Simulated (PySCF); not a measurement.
An unknown is described by computed data only.

Formula: C8H7F3S.

* Dipole: 0.92 D [PBE0/pcSseg-1]
* 1H NMR: chemical shifts (computed TMS as zero) by class: 6.78 (1 H), 6.56 (1 H), 3.57 (2 H), 2.21 (3 H) ppm [GIAO PBE0/pcSseg-1]
* Rotational structure: rotational constants A, B, C: 1.687, 0.346, 0.303 GHz [GFN2-xTB]
* NMR, other nuclei: isotropic shieldings of nuclei other than C and H, by class: 252 (3 F), -682 (1 S) ppm [GIAO PBE0/pcSseg-1]
* 13C NMR: chemical shifts (computed TMS as zero) by class: 228.3 (1 C), 157.4 (1 C), 135.3 (1 C), 133.9 (1 C), 104.2 (1 C), 95.5 (1 C), 31.0 (1 C), 24.4 (1 C) ppm [GIAO PBE0/pcSseg-1]

Gas-phase values; electronic properties from PySCF, density fitting. Levels stand in brackets. One conformer (not necessarily the lowest) at the GFN2-xTB geometry, without solvent, vibrations or thermal averaging. Each NMR value is the plain mean over a class of atoms that symmetry, rotation or inversion makes alike.

**Question.** What is the compound? Reason from the data.

**Answer.** Numbering: `[CH2:1]=[C:2]([CH3:3])[C:4](=[S:5])[C:6]#[C:7][CH2:8][C:9]([F:10])([F:11])[F:12]`. Its formula, C8H7F3S, gives 4 degrees of unsaturation: 0 rings and 4 π bonds in the structure found. 8 carbons fall into 8 classes; from least to most shielded: thiocarbonyl carbon [C4] (228.3 ppm), fully substituted alkene carbon [C2] (157.4 ppm), terminal =CH2 carbon [C1] (135.3 ppm), CF3 carbon [C9] (133.9 ppm), alkyne carbon [C7] (104.2 ppm), alkyne carbon [C6] (95.5 ppm), propargylic carbon [C8] (31.0 ppm), allylic carbon [C3] (24.4 ppm). Hydrogen classes from least to most shielded: 1 H on a terminal =CH2 carbon, C1 (6.78 ppm), 1 H on a terminal =CH2 carbon, C1 (6.56 ppm), 2 H on a propargylic carbon, C8 (3.57 ppm), 3 H on an allylic carbon, C3 (2.21 ppm, a mean of values up to 0.6 ppm apart in this geometry). The other shieldings belong to: 252 ppm, fluorine of a CF3 group [F10/F11/F12]; -682 ppm, thiocarbonyl sulfur [S5]. By its constants the optimised geometry is an asymmetric top. Structure: `C=C(C)C(=S)C#CCC(F)(F)F`. The assignments are read from this structure; whether some other isomer fits the data as well wasn't checked.

The values belong to the conformer `[CH2:1]=[C:2]([CH3:3])[C:4](=[S:5])[C:6]#[C:7][CH2:8][C:9]([F:10])([F:11])[F:12]`: C1–C2–C4–S5 178°, C7–C8–C9–F10 178°.
